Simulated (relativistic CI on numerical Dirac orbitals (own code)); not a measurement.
Method of calculation: Dirac-Coulomb-Breit CI, KLI orbitals optimised for each configuration, QED by a radiative potential, unscaled Slater integrals (own radial code, finite nucleus).

Configurations in the expansion (outside the closed core [Ne]): 3s2 3p3, 3s 3p4, 3s2 3p2 3d, 3p5, 3s 3p3 3d, 3p4 3d, 3s 3p2 3d2, 3s2 3p 3d 4p, 3p4 4s, 3s 3p2 3d 4s, 3s2 3p2 4s, 3p4 4p, 3s2 3p2 4p, 3s2 3p2 4d, 3s 3p3 4s, 3p3 3d 4p, 3s2 3p2 4f, 3s 3p3 4p, 3s 3p3 4d, 3s 3p3 4f, 3s2 3p2 5s, 3s2 3p2 5p, 3s2 3p 4s 4p, 3s2 3p2 5d, 3s2 3p2 5f, 3s2 3p2 5g, 3s 3p2 4s2, 3s 3p3 5s, 3s2 3p 3d2, 3s2 3d3, 3s 3p 3d3, 3s2 3d2 4s, 3s2 3d2 4p, 3s2 3d2 4d, 3p3 3d2, 3p2 3d3, 3p2 3d2 4s, 3p2 3d2 4p, 3p2 3d2 4d, 3s2 3p 3d 4s, 3s 3p 3d2 4s, 3s2 3d 4s2, 3s2 3d 4s 4p, 3s2 3d 4s 4d, 3s 3p2 3d 4p, 3s 3p 3d2 4p, 3s 3p 3d 4s 4p, 3s 3p 3d 4p2, 3s 3p 3d 4p 4d, 3p3 3d 4s, 3p2 3d 4s2, 3p2 3d 4s 4p, 3p2 3d 4s 4d, 3s2 3p 4s2, 3s 3p 3d 4s2, 3s2 4s2 4p, 3s2 4s2 4d, 3s2 3p 4p2, 3s2 3d 4p2, 3s2 4s 4p2, 3s2 4p3, 3s2 4p2 4d, 3s 3p2 4s 4p, 3s 3p 4s2 4p, 3s 3p 4s 4p2, 3s 3p 4s 4p 4d. Double excitations out of closed p, d and f shells are left out; levels of such configurations are missing from the list, as are those of other unlisted configurations, and high levels can miss mixing partners. These lack a partner that the ground configuration has and come out too high: 3s2 3p2 4f, 3s 3p3 4d, 3s 3p3 4f, 3s2 3p2 5s, 3s2 3p2 5p.

At this charge energies of transitions that change n are usually good to better than 1 %, and those within a shell (Δn = 0) to a few per cent.

Outline of the computed level scheme of Mo XXVIII. Lowest level of each configuration: 3s2 3p3 4S°_3/2 at 0.000 eV; 3s 3p4 4P_5/2 at 89.278 eV; 3s2 3p2 3d 4F_5/2 at 118.092 eV; 3s 3p3 3d 6D°_1/2 at 192.283 eV.

Some strong electric-dipole decays among the lowest 45 levels: 3s2 3p2 3d 2F_7/2 → 3s2 3p3 2D°_5/2 (2.5e+11 s⁻¹); 3s2 3p2 3d 2S_1/2 → 3s2 3p3 2P°_3/2 (2.4e+11 s⁻¹); 3s2 3p2 3d 2D_5/2 → 3s2 3p3 2P°_3/2 (2.2e+11 s⁻¹); 3s2 3p2 3d 2P_1/2 → 3s2 3p3 2D°_3/2 (2.1e+11 s⁻¹); 3s 3p4 2P_3/2 → 3s2 3p3 4S°_3/2 (2.1e+11 s⁻¹); 3s2 3p2 3d 2P_1/2 → 3s2 3p3 2P°_1/2 (1.8e+11 s⁻¹); 3s2 3p2 3d 4P_1/2 → 3s2 3p3 4S°_3/2 (1.8e+11 s⁻¹); 3s2 3p2 3d 2D_3/2 → 3s2 3p3 2D°_3/2 (1.7e+11 s⁻¹).

LS names give the leading component of a level, which can be under half, so a name can repeat, a term be missing and a line seem to break the LS rules.
